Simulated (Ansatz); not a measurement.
**Relaxing a trial structure of CH2SSiSn**

The starting geometry of this gas-phase singlet was optimised with GFN2-xTB.

```yaml
atoms:
  - { symbol: C, position_ang: [-2.7354, 1.3411, 0.5784] }
  - { symbol: S, position_ang: [-1.4421, 0.2635, -0.1542] }
  - { symbol: Si, position_ang: [-2.3389, 3.0774, -0.2244] }
  - { symbol: Sn, position_ang: [-1.3273, 1.6226, -2.2138] }
  - { symbol: H, position_ang: [-2.6237, 1.2981, 1.6605] }
  - { symbol: H, position_ang: [-3.7055, 0.9211, 0.3176] }
```

**Question.** Predict what it relaxes into with PBE0-D3(BJ)/def2-SVP.

**Answer.** A new bond forms, giving a structure given below by its coordinates. Contacts that close: S2–Si3 (2.95 → 2.35 Å).

The energy falls by 0.61 eV over 12 steps:

| step | E − E(last) (eV) |
| --- | --- |
| 1 | 0.613 |
| 2 | 0.353 |
| 3 | 0.119 |
| 5 | 0.022 |
| 6 | 0.013 |
| 7 | 0.005 |
| 8 | 0.001 |
| 10 | 0.000 |
| 11 | 0.000 |
| 12 | 0.000 |

Final geometry (Å):

```xyz
6

C    -2.7600    1.3318    0.4949
S    -1.0900    0.6948    0.1242
Si   -1.7456    2.9469   -0.0065
Sn   -2.0317    1.4677   -2.1632
H    -2.9887    1.2905    1.5687
H    -3.5568    0.7920   -0.0540
```

Frequencies at the end are all real (lowest 105 cm⁻¹). Atoms past krypton carry core potentials, without spin–orbit terms. Run with Ansatz 0.2.0, 100 s on 1 thread of Intel(R) Xeon(R) Processor @ 2.50GHz (Skylake/Cascade Lake), on a shared host.
